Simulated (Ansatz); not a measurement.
Basis-set extrapolation for ClFH7N3Si2, SMILES `N[Si@H](F)N[Si@H](N)Cl` (PBE0-D4/def2-TZVP geometry, frozen core, Ansatz). Multiplicity 1, RHF reference.

```
                       def2-TZVPP    def2-QZVPP
                 HF  -1304.666311  -1304.711281
    MP2 correlation     -1.312175     -1.422251
CCSD(T) correlation     -1.414733       not run
```

Energies in hartree. Use E(X) = E(∞) + A·exp(−7.88·√X) for Hartree–Fock and E(X) = E(∞) + B·X^(−2.97) for correlation, with X = 3 and 4, and add CCSD(T) minus MP2 of the smaller set to the MP2 limit.

What is the CCSD(T) energy at the basis-set limit?

HF limit: -1304.711281 + (-0.044970) × 0.13774 = -1304.71748. MP2 limit: -1.422251 + (-0.110076) × 0.74074 = -1.50379. Higher-order term: -1.414733 − (-1.312175) = -0.10256. Total: -1306.32383 hartree, 6.61 eV below CCSD(T)/def2-TZVPP.
